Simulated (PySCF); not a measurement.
CH3Si, SMILES C[Si] (connectivity only; charge and spin as stated), neutral, multiplicity 2. Atoms are numbered in the order given.

```xyz
5

C     -1.0975     0.0171     0.0000
Si     0.7902     0.0054     0.0000
H     -1.5644     0.4399     0.8943
H     -1.5644     0.4399    -0.8943
H     -1.3497    -1.0586     0.0000
```
Charge 0, spin multiplicity 2.

The structure is a stationary point at r2SCAN-D4/def2-TZVP. The isomer is the one that the SMILES or the coordinates give; other isomers of the formula were not compared.

These are B3LYP/def2-TZVPD (PySCF) values and carry that method's errors.

Mulliken values depend strongly on the basis, most of all with diffuse functions as here. ESP charges are fitted to the potential on shells at 1.4 to 2.0 van der Waals radii. Atomic charges (e):

```csv
atom,ESP fit,meta-Löwdin,Mulliken spin
C1,0.22,-0.58,-0.03
Si2,-0.14,0.20,1.00
H3,-0.04,0.13,0.02
H4,-0.04,0.13,0.02
H5,0.00,0.14,-0.01
```
